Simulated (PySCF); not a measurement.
# [Yb(H2O)2]2+: from a saddle point downhill

PySCF 2.14.0, RKS PBE0, Yb def2-SVP with ECP28, O def2-SVP, H def2-SVP; non-relativistic Hamiltonian with scalar-relativistic core potentials where named; density fitting; no spin-orbit coupling. Relaxed within the symmetry of its start, the geometry (D2d) is

```xyz
7

Yb    0.0000    0.0000    0.0000
O     0.0000    0.0000    2.3328
H     0.5411    0.5411    2.9363
H    -0.5411   -0.5411    2.9363
O     0.0000    0.0000   -2.3328
H     0.5411   -0.5411   -2.9363
H    -0.5411    0.5411   -2.9363
```

and its lowest harmonic modes are -43, -43, 98, 325, 326, 546 cm⁻¹ (negative: unstable). It was moved along the lowest mode and relaxed again.

Task: Where does it end, and how much lower?

Result: In C1, 0.092 eV lower, after 21 steps:
```xyz
7

Yb   -1.0290    0.3773    0.0115
O     0.1827   -0.1003    1.9104
H     0.9899    0.3422    2.2322
H    -0.0056   -0.7667    2.5968
O     0.1588   -0.0338   -1.9136
H     0.8997   -0.6534   -2.0419
H     0.0296    0.3611   -2.7955
```

Task: How do the contacts change?

Result: 
| contact | saddle (Å) | end (Å) |
| --- | --- | --- |
| Yb1–O2 (H2O) | 2.333 | 2.303 |
| Yb1–O5 (H2O) | 2.333 | 2.299 |


Task: Is the end a minimum?

Result: Probably not: 1 of the modes stay unstable (below −25 cm⁻¹), though so soft as to be near the noise; lowest modes -39, 49, 101, 337, 340, 538 cm⁻¹.

State: singlet.
